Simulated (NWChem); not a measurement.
Species: C2H7NSi; SMILES C/C=N\[SiH3]

All runs: NWChem. Medium grid unless said otherwise, to which SCAN and Minnesota functionals are sensitive. Coordinates come from a B3LYP/6-31G* (spherical d) optimisation. B3LYP is NWChem's, with the RPA form of VWN correlation.

Problem. Among these, which level gives the highest value of “orbital gap (eV)”?
A. TPSSh/def2-TZVP
B. PW6B95/def2-TZVP
C. r2SCAN/def2-TZVP
D. B3LYP/def2-TZVP

Solution. B, PW6B95/def2-TZVP. Values: r2SCAN/def2-TZVP 4.26; TPSSh/def2-TZVP 5.01; B3LYP/def2-TZVP 5.79; PW6B95/def2-TZVP 6.44
